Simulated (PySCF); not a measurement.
ketene (C$_{2}$H$_{2}$O), singlet, at a GFN2-xTB geometry, with bond 4-1 at 1.6 times its length. Base run: B3LYP/3-21G run with PySCF.

The PySCF input:
```python
from pyscf import gto, scf, dft

mol = gto.Mole()
mol.atom = '''
    C    -0.01148162    0.02136311   -1.19190098
    C     0.00092956   -0.00172957    0.09649676
    H     0.00249612    0.94826436   -1.73006124
    H    -0.05093605   -1.42988052   -2.10495474
    O     0.01211961   -0.02255018    1.25813077
'''
mol.basis = '3-21g'
mol.verbose = 4
mol.build()

mf = dft.RKS(mol)
mf.xc = 'b3lyp'
mf.kernel()
```

Variants of this job, named by their change:

```csv
change,ΔE vs base (mEh),SCF cycles
base,0.000,10
init_guess = 1e,0.000,17
conv_tol = 1e-12,0.000,11
level_shift = 0.3 (with mf.max_cycle = 100),0.000,13
conv_tol = 1e-4,0.020,6
solver = newton,0.000,-
conv_tol_grad = 1e-3,0.000,10
diis = off; damp = 0.6 (with mf.diis_start_cycle = 200; with mf.max_cycle = 150),0.000,18
level_shift = 0.5 (with mf.max_cycle = 100),0.000,17
level_shift = 0.1 (with mf.max_cycle = 100),0.000,10
diis_space = 2,0.000,17
solver = newton; init_guess = 1e,0.000,-
DIIS = ADIIS,0.000,19
```
